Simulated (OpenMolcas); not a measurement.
## neutral antimony: CASPT2 settings compared

| Property | Result |
| --- | --- |
| Program | OpenMolcas 26.06 |
| Basis | ANO-RCC-VDZP [6s5p3d1f] |
| Scalar Hamiltonian | DKH3, point nucleus |
| Active space | 3 electrons in 3 orbitals (5p) |
| State averaging | 2S+1 = 4 odd, 1 root; 2S+1 = 2 odd, 8 roots |
| Spin-orbit coupling | state interaction with AMFI integrals over the reference wave functions, term energies averaged over their components |

Methods on the same reference wave functions:
A. CASSCF
B. SS-CASPT2, IPEA 0.1 Eh, imaginary shift 0.1 Eh (closed shells correlated: 4d 5s)
C. SS-CASPT2, IPEA 0.35 Eh, no level shift (closed shells correlated: 4s 4p 4d 5s)
D. SS-CASPT2, IPEA 0.3 Eh, imaginary shift 0.1 Eh (closed shells correlated: 4s 4p 4d 5s)

Energies in cm-1 above 5s2 5p3 4S* 3/2, the measured ground level; measured values from NIST Handbook of Basic Atomic Spectroscopic Data.

```tsv
Level	A	B	C	D	Measured
5s2 5p3 4S* 3/2	0.0	0.0	0.0	0.0	0.0
5s2 5p3 2D* 3/2	12439	11600	11280	11320	8512
5s2 5p3 2D* 5/2	13347	12610	12290	12330	9854
5s2 5p3 2P* 1/2	21919	20030	19720	19740	16395
5s2 5p3 2P* 3/2	23188	21430	21130	21150	18464
```

Deviations, from unrounded energies. A percentage is the sum of absolute deviations over the sum of measured energies, with the sign that they share, or ± where signs differ.

| Against measurement | Levels | A | B | C | D |
| --- | --- | --- | --- | --- | --- |
| mean absolute deviation (cm-1) | 4 | 4400 | 3100 | 2800 | 2800 |
| other terms of the ground configuration (%) | 4 | +33.2 | +23.4 | +21.0 | +21.3 |

C, D lie about equally close to measurement and A furthest from it. The largest miss of C in the table is 5s2 5p3 2P* 1/2, by +3300 cm-1. The ranking rests on the paired levels alone, and a cruder setting can come out closer through cancelling errors.

Among B to D the level of the table that moves most is 5s2 5p3 2D* 5/2, by 320 cm-1 (lowest in C, highest in B). Moves below CASPT2's spread within the term are not significant.

The two smallest mean deviations differ by little beside CASPT2's spread within terms, so their order carries little weight.

From A to B the spin-free energies of the other terms of 5s2 5p3 shown, above 4S*, scale by factors of 0.91 to 0.94.

The lowest spin-free term lies below A's lowest term by 0.378 hartree in B, 0.432 hartree in C, 0.434 hartree in D.

CASPT2 does not keep the components of a term degenerate, so their means are used; among the terms shown or strongly mixed into the levels shown the widest spread is 120 cm-1 (5s2 5p3 2D*, C). With the s shell closed, the reference lacks s² → p² mixing. Some terms miss by over 15 % even with CASPT2, which points to a basis or an active space too small for the shells correlated (holds for B; C; D). Measured partners are found by configuration, term and J. A level has none where our copy of the source lacks it or the pairing is in doubt (some pairs that miss far off the trend of their configuration count as doubtful), and it then counts in no deviation. Levels of configurations outside the active space are missing.

* marks odd parity.
